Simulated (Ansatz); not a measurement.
Reaction (germylene formation by 1,1-elimination): `[NH2][GeH]([Cl])[Cl]` → HCl + `[NH2][Ge][Cl]`

Calculated with Ansatz (gas phase, PBE0-D4/def2-TZVP geometries, no zero-point term in ΔE). CCSD(T)/CBS is the MP2 limit (def2-TZVPP, def2-QZVPP) plus CCSD(T) − MP2 in def2-TZVPP, frozen cores. This one scheme is used for every species. Functionals use def2-TZVPP. For Ge outer-core shells are correlated without core-valence functions, which leaves a few kJ/mol of doubt a bond. Scalar relativity is left out up to krypton. Each species was taken in one conformer, which may not be the lowest.

`[NH2][GeH]([Cl])[Cl]`:

```xyz
7

N     1.164   -0.123    0.208
Ge   -0.609    0.053   -0.109
Cl   -1.373    1.273    1.472
Cl   -0.777    1.063   -1.986
H     1.409   -0.484    1.118
H     1.690   -0.590   -0.516
H    -1.502   -1.191   -0.187
```

HCl:

Cartesian coordinates in Å:
```
Cl 0.532 -0.010 -0.354
H -0.532 0.010 0.354
```

`[NH2][Ge][Cl]`:

Z-matrix (Å, degrees):
```
N
Ge 1 1.811
H 1 1.008 2 122.4
H 1 1.009 2 124.3 3 -180.0
Cl 2 2.209 1 95.7 3 -179.9
```

```csv
level,ΔE (eV)
ωB97X-V,1.19
PBE-QIDH,1.32
CCSD(T)/def2-SVP,1.09
MP2/def2-TZVPP,1.29
```

(1) What does CCSD(T)/CBS give? (Best estimate.)

Largest T1 diagnostic among the species: 0.013.

Results:

(1) Ansatz gave: +1.05 eV. The listed levels differ from it by 0.14, 0.27, 0.04, 0.24 eV.

From PBE to PBE0 (25 % exact exchange), in def2-TZVPP and without D4, ΔE moves by +0.22 eV. Leaving LDA and LC-ωPBE aside and taking each functional with its dispersion term where it has one, the values, not all of them listed here, spread over 0.64 eV, from BLYP-D4 to PBE-QIDH. LDA lies +0.31 eV from PBE without D4. The D4 term adds +0.12 eV with B3LYP and +0.07 eV with PBE0; it sums over pairs of atoms, weighted by their polarisabilities, and B3LYP, whose exchange is more repulsive, gets the larger term.

B3LYP here is the variant with VWN-RPA as its local correlation; programs differ in this.

CCSD(T)/CBS has its own doubt, a few kJ/mol and more with outer-core shells, so smaller differences from it don't rank the levels.
